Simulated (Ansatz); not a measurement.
Geometry optimisation, RKS PBE0/def2-SVP (Ansatz).

Input file:

```yaml
crystal:
  periodic: [false, false, false]
  atoms:
    - { symbol: "N", position_ang: [-0.3301, 1.3399, 0.1859] }
    - { symbol: Al, position_ang: [0.0941, -0.418, -0.2547] }
    - { symbol: O, position_ang: [1.7608, -1.021, 0.0794] }
    - { symbol: Cl, position_ang: [-1.3234, -1.7567, -1.1629] }
    - { symbol: H, position_ang: [-1.16799, 0.45851, -0.3569] }
    - { symbol: H, position_ang: [-1.1986, 1.3503, 0.8177] }
    - { symbol: H, position_ang: [1.7695, -1.3821, 1.0175] }
basis:
  gaussian: { orbitals: def2-SVP }
hamiltonian:
  xc: pbe0
relax:
  f_tol: 0.02
  max_steps: 50
```

Run as:

```bash
$ ansatz run input.yaml --threads 1 --pin off --max-ram 2048MiB --backend cpu --events-out ev --progress --plain --runs-dir out
```

Task: Where does it end, and by what steps?

Result: The forces met the threshold. After 12 steps the energy has fallen by 3.494 eV; H5 moved furthest, 0.84 Å. Parted: Al2–H5. Joined: N1–H5.

```
step  energy less start (eV)  largest force component (eV/Å)  accepted
   0                  0.0000                           4.521       yes
   1                 -1.5477                           3.651       yes
   2                 -2.3905                           4.715       yes
   3                 -2.8787                           1.622       yes
   4                 -3.1812                           0.872       yes
   5                 -3.3411                           0.473       yes
   6                 -3.4118                           0.754       yes
   7                 -3.4456                           0.240       yes
   8                 -3.4656                           0.727       yes
   9                 -3.4686                           0.785       yes
  10                 -3.4920                           0.068       yes
  11                 -3.4935                           0.052       yes
  12                 -3.4941                           0.011       yes
```

```xyz
7
Properties=species:S:1:pos:R:3
N -0.753 0.826 0.165
Al -0.030 -0.728 -0.239
O 1.415 -1.327 0.406
Cl -1.020 -1.950 -1.624
H -1.623 1.156 -0.237
H -0.381 1.513 0.809
H 1.996 -0.920 1.048
```

Time of the run: 44 s on 1 thread of Arm Neoverse V1, with other jobs on the host, peak memory 0.15 GiB.
